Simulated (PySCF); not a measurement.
**Radial density of Ba³⁸⁺ (barium, charge +38)**

M06, [Ar], closed-shell 1S. Computed with PySCF 2.14 in an even-tempered Gaussian basis (16 s from 6.9 bohr⁻², ratio 2.5; 10 p from 9 bohr⁻², ratio 2.5; 5 d from 40 bohr⁻², ratio 2.7; 4 f from 60 bohr⁻², ratio 2.7), with the non-relativistic Hamiltonian (point nucleus).

```json
{"r (bohr)": "0.000505", "4πr²ρ (e/bohr)": "0.3776"}
{"r (bohr)": "0.000850", "4πr²ρ (e/bohr)": "1.028"}
{"r (bohr)": "0.00143", "4πr²ρ (e/bohr)": "2.726"}
{"r (bohr)": "0.00241", "4πr²ρ (e/bohr)": "6.917"}
{"r (bohr)": "0.00405", "4πr²ρ (e/bohr)": "16.30"}
{"r (bohr)": "0.00681", "4πr²ρ (e/bohr)": "33.90"}
{"r (bohr)": "0.0114", "4πr²ρ (e/bohr)": "57.42"}
{"r (bohr)": "0.0193", "4πr²ρ (e/bohr)": "70.99"}
{"r (bohr)": "0.0324", "4πr²ρ (e/bohr)": "64.10"}
{"r (bohr)": "0.0545", "4πr²ρ (e/bohr)": "74.65"}
{"r (bohr)": "0.0916", "4πr²ρ (e/bohr)": "82.42"}
{"r (bohr)": "0.154", "4πr²ρ (e/bohr)": "34.84"}
{"r (bohr)": "0.259", "4πr²ρ (e/bohr)": "39.18"}
{"r (bohr)": "0.436", "4πr²ρ (e/bohr)": "6.840"}
{"r (bohr)": "0.733", "4πr²ρ (e/bohr)": "0.05161"}
```

A non-relativistic calculation at this Z misses sizeable relativistic shifts. Spin-orbit coupling, which splits the p, d and f shells strongly at this Z, is absent.
